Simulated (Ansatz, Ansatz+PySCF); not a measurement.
```xyz
2

F     0.0000    0.0000   -0.6332
F     0.0000    0.0000    0.6332
```

Basis set: def2-SVP (spherical functions). Correlated methods keep 2 orbitals frozen. Charge 0, multiplicity 1.

Computed with Ansatz (development build ahead of 0.2.0); each method stands on the lowest determinant of its kind that the runs found. Restricted open shells among the atoms or ions are ROHF, correlated in semicanonical orbitals with singles.

(1) Give the atomization energy at this shape (free ground-state atoms in the same class of orbitals less the molecule, no zero-point energy) of singlet F₂ by RHF-CCSD(T), RHF-CCSD, RHF-MP2, RHF, UHF.

Answers

(1)

```csv
method,atomization energy
RHF-CCSD(T),16.81 kcal/mol
RHF-CCSD,13.94 kcal/mol
RHF-MP2,22.49 kcal/mol
RHF,-34.03 kcal/mol
UHF,-38.52 kcal/mol
```

Caution: the shape is not the minimum. Caution for RHF, UHF: the molecule lies well above its atoms at this level.
